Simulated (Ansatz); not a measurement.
Stepwise reaction of `C#[C][Sn]([F])([F])[C]#C` with hydrogen fluoride, as a gas-phase model of exchange steps in deposition or etching. ΔE in kJ/mol; ΔG adds harmonic PBE0-D4 terms to CCSD(T)/CBS, at 1 bar.

Isolated molecules relaxed with PBE0-D4/def2-TZVP in Ansatz; ΔE leaves out vibrations. CBS: MP2 limit from def2 TZ/QZ plus the TZ coupled-cluster correction, frozen cores. This one scheme is used for every species. Functionals use def2-TZVPP. B3LYP here is the variant with VWN-RPA as its local correlation; programs differ in this. def2 core potentials past Kr. For Sn outer-core shells are correlated without core-valence functions, which leaves a few kJ/mol of doubt a bond.

```csv
step,reaction,PBE-D4,B3LYP-D4,ωB97M-V,CCSD(T)/CBS,ΔG(600 K)
1,`C#[C][Sn]([F])([F])[C]#C` + H–F → `C#[C][Sn]([F])([F])[F]` + `C#C`,-34.2,-36.3,-33.8,-26.0,-20.7
2,`C#[C][Sn]([F])([F])[F]` + H–F → `[F][Sn]([F])([F])[F]` + `C#C`,-20.9,-21.2,-19.1,-11.9,-1.6
```

By hand: ΔE of the 2 steps together at CCSD(T)/CBS.

(-26.0) + (-11.9) = -37.9 kJ/mol, or -18.9 kJ/mol a step.

In ΔE each step is higher than the one before. All are downhill at CCSD(T)/CBS. ΔG lies between -20.7 and -1.6 kJ/mol a step. PBE-D4 differs from CCSD(T)/CBS by -9.0 to -8.2 kJ/mol a step. Only this route is followed, and other bonds may react first. Isolated molecules leave out the surface, adducts and barriers. Largest T1 diagnostic: 0.015.
